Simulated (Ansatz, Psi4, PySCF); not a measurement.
C4H13FGeSi, singlet, geometry from GFN2-xTB, atoms displaced at random by about 0.08 Å a coordinate. Base run: PySCF with PBE0/STO-3G, gradient.

The PySCF input:
```python
from pyscf import gto, scf, dft

mol = gto.Mole()
mol.atom = '''
    Si    2.361693   -0.228068   -0.261933
    F     2.074122   -0.638280    1.170473
    C     0.982069    1.035718   -0.681979
    Ge   -0.875541    0.080420   -0.050584
    C    -2.374989    1.328494   -0.822415
    C    -1.028300   -1.688348   -0.804221
    C    -0.884883    0.205232    1.797031
    H     3.554741    0.583212   -0.189863
    H     2.604565   -1.269115   -0.966504
    H     1.117629    1.828321   -0.130193
    H     1.005862    1.154862   -1.618330
    H    -2.122469    1.221605   -1.976084
    H    -3.250705    0.970109   -0.646087
    H    -2.125835    2.325376   -0.383473
    H    -0.259496   -2.352982   -0.488342
    H    -0.778754   -1.766323   -2.013110
    H    -1.982789   -2.053338   -0.567921
    H    -0.230859   -0.441923    2.360358
    H    -1.042481    1.084252    2.405386
    H    -1.956649   -0.442504    2.295558
'''
mol.basis = 'sto-3g'
mol.charge = 0
mol.spin = 0
mol.verbose = 4
mol.build()

mf = dft.RKS(mol)
mf.xc = 'pbe0'
mf.kernel()
g = mf.nuc_grad_method()
grad = g.kernel()
```

Programs used: Ansatz (a quantum-chemistry and plane-wave program), Psi4, PySCF; a row that names a program was run with it.

The coordinate followed is x of atom 10.

The base run was repeated with changes; each row names its change, and settings that it needs were set with it.

```tsv
change	dE/dx (Eh/bohr)	net force (Eh/bohr)
base	-0.016573	0.000120
grid_response = on	-0.016557	0.000000
code = psi4	-0.016573	0.000128
finite difference step (bohr) = 1e-5; conv_tol = 1e-11	-0.016557	-
grids.level = 5; grid_response = on	-0.016572	0.000000
finite difference step (bohr) = 0.2; conv_tol = 1e-11	-0.015516	-
grids.level = 0; grid_response = off	-0.016756	0.018623
code = ansatz	-0.016572	0.000000
grids.level = 0; grid_response = on	-0.015991	0.000000
grids.level = 5; grid_response = off	-0.016572	0.000012
grids.level = 1; grid_response = off	-0.016579	0.000290
finite difference step (bohr) = 1e-4; conv_tol = 1e-11	-0.016557	-
```

The net force is zero for an exact gradient.
